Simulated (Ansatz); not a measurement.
`[SiH3][AlH][Cl]` + `[SiH3]S` → `[SiH3][AlH][S][SiH3]` + HCl  (ligand exchange at the Al–Cl bond)

Calculated with Ansatz (gas phase, PBE0-D4/def2-TZVP geometries, no zero-point term in ΔE). CBS: MP2 limit from def2 TZ/QZ plus the TZ coupled-cluster correction, frozen cores. This one scheme is used for every species. Functionals use def2-TZVPP. HSE06 is defined as in plane-wave codes. Each species was taken in one conformer, which may not be the lowest.

```csv
level,ΔE (kJ/mol),difference from CCSD(T)/CBS
revPBE-D4,31.5,-5.9
r2SCANh-D4,38.6,1.2
r2SCAN0-D4,38.8,1.4
HSE06-D4,34.4,-3.0
ωB97M-V,40.3,2.9
revPBE,44.4,7.0
PBE0,40.9,3.5
BHLYP,52.9,15.5
HF/def2-SVP,60.3,22.9
HF/def2-TZVPP,59.8,22.4
CCSD/def2-TZVPP,41.2,3.8
HF/def2-QZVPP,60.4,23.0
MP2/def2-QZVPP,36.3,-1.1
HF/CBS(def2),60.5,23.1
MP2/CBS(def2),36.2,-1.2
CCSD/CBS(def2),41.4,4.0
CCSD(T)/CBS,37.4,0
```

Largest T1 diagnostic among the species: 0.013.

Leaving LDA and LC-ωPBE aside and taking each functional with its dispersion term where it has one, the values, not all of them listed here, spread over 14.6 kJ/mol, from revPBE-D4 to B2PLYP. LDA lies −8.9 kJ/mol from PBE without D4. In def2-TZVPP, CCSD(T) changes the Hartree–Fock value by −22.7 kJ/mol (the triples alone add −4.1 kJ/mol) and MP2 by −23.9 kJ/mol. At CCSD(T), def2-SVP lies +4.0 kJ/mol from the extrapolated value and def2-TZVPP −0.3 kJ/mol.
